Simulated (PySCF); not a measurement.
Vertical excitations of a molecule C3H10OSi from TDDFT-CAM-B3LYP/def2-SVPD (PySCF), as energy in eV (oscillator strength): 7.17 (0.016), 7.54 (0.027), 8.26 (0.009), 8.38 (0.008), 8.45 (0.009), 8.50 (0.436), 8.59 (0.001), 8.83 (0.008), 8.88 (0.001), 8.93 (0.007). Lowest triplet (TDA): 6.86 eV. Geometry: B3LYP-D3(BJ)/def2-SVP. Other conformers were not sampled.

### Question
Which structure fits?
(A) CCO[SiH2]C
(B) CC(C)O[SiH3]
(C) CC(C)(O)[SiH3]
(D) CO[C@H](C)[SiH3]

### Answer
C, CC(C)(O)[SiH3]
